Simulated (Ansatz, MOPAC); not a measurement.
Dimer: HF (SMILES F) (first 2 atoms) with HI (SMILES I); geometry from B3LYP-D3(BJ)/def2-TZVP, rigid monomers moved along the line of their centres of mass till F1···H4 is 2.01 Å.
(charge 0, multiplicity 1):
| atom | x (Å) | y (Å) | z (Å) |
|---|---|---|---|
| F | 0.5518 | 0.6191 | -0.2611 |
| H | 0.2829 | -0.2134 | -0.5646 |
| I | -0.0980 | 0.2313 | 3.2017 |
| H | 0.3128 | 0.7525 | 1.7258 |

Counterpoise-corrected where a basis set is named; no monomer relaxation.

Frozen-core correlation. Filled d and f shells under p-block atoms count as core. CBS(a, b) extrapolates the correlation energy as X⁻³ and adds the Hartree–Fock energy of set b. The state reached by PM7 isn't checked; PM7 holds dispersion and hydrogen-bond terms.

The values were computed with Ansatz (Gaussian basis) for Hartree–Fock, density functionals and correlated methods; MOPAC for PM7 (differences of heats of formation). Values without a source in brackets are computed. In def2 rows elements past Kr take small-core potentials, without spin–orbit coupling.

```csv
level,interaction energy (kcal/mol)
PM7,2.72
HF/def2-QZVPPD,0.74
wB97X-V/def2-TZVPPD,-1.08
wB97M-V/def2-TZVPPD,-1.09
MP2/def2-SVPD,-0.55
MP2/def2-TZVPPD,-0.68
MP2/def2-QZVPPD,-0.97
CCSD(T)/def2-TZVPPD,-0.45
"CCSD(T)/CBS(def2-TZVPPD, def2-QZVPPD)",[?]
```

Q: What belongs in the gaps?

A: 
- CCSD(T)/CBS(def2-TZVPPD, def2-QZVPPD), interaction energy (kcal/mol): -1.03

Ansatz is a first-principles code.
